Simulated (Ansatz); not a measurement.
## Worked example: the step energy

An elementary step of SiPNH₈O, closed shell (SiNH₅O ([NH2][SiH2][OH]) + PH₃ → SiPNH₆ ([NH2][SiH2][PH2]) + H₂O; Si–O, H–P broken or loosened, Si–P, O–H formed or tightened). “Start” and “end” are the PBE0-D4/def2-TZVP structures reached by relaxing down either side of its saddle point, with the molecules still in contact.

Computed with Ansatz 0.2.0 (basis: def2-TZVPP and def2-QZVPP); correlated methods freeze the cores.

Energies in eV:

| quantity | end | start |
| --- | --- | --- |
| Hartree–Fock, triple zeta (X = 3) | -20782.77422 | -20783.88743 |
| Hartree–Fock, quadruple zeta (X = 4) | -20783.47924 | -20784.60654 |
| MP2 correlation, X = 3 | -20.90554 | -20.69577 |
| MP2 correlation, X = 4 | -22.51385 | -22.28216 |
| CCSD(T) correlation, X = 3 | -23.13166 | -22.91424 |

Work out the step energy at the basis limit: extrapolate Hartree–Fock as E(X) = E∞ + A exp(−7.88 √X) and the MP2 correlation as E(X) = E∞ + B X^−2.97 (the exponents that Neese and Valeev fitted for def2-TZVPP and QZVPP), then add CCSD(T) − MP2 in triple zeta.

Each step is linear, so take the differences first (end − start): Hartree–Fock 1.11321 (X = 3) and 1.12730 (X = 4); MP2 correlation -0.20977 and -0.23169; CCSD(T) correlation -0.21742.
Two points give E∞ = E(4) + w [E(4) − E(3)], with w = 1/(exp(7.88 (2 − √3)) − 1) = 0.1377 for Hartree–Fock and w = 1/((4/3)^2.97 − 1) = 0.7407 for the correlation.
Hartree–Fock: 1.12730 + 0.1377 × 0.01409 = 1.1292 eV.
MP2 correlation: -0.23169 + 0.7407 × (-0.02192) = -0.2479 eV.
CCSD(T) − MP2: -0.21742 − (-0.20977) = -0.0076 eV.
Sum: 1.1292 + (-0.2479) + (-0.0076) = 0.8737 eV, or 20.15 kcal/mol. Plain CCSD(T) in triple zeta gives 0.8958 eV, so the larger basis shifts the result by -0.0221 eV.

The T1 diagnostic stays at or below 0.013.

Labels in which every atom is bracketed show which atoms are joined, not bond orders.

For scale, one of the runs: CCSD(T)/def2-TZVPP, 258 basis functions, launched by `ansatz run in.yaml --threads 4 --pin off --events-out ev --progress --plain --max-ram 9574MiB`. The run took 2.6 min on 4 CPU threads of an Arm Neoverse V1 (shared host), with 5.7 GiB of host memory at its peak.
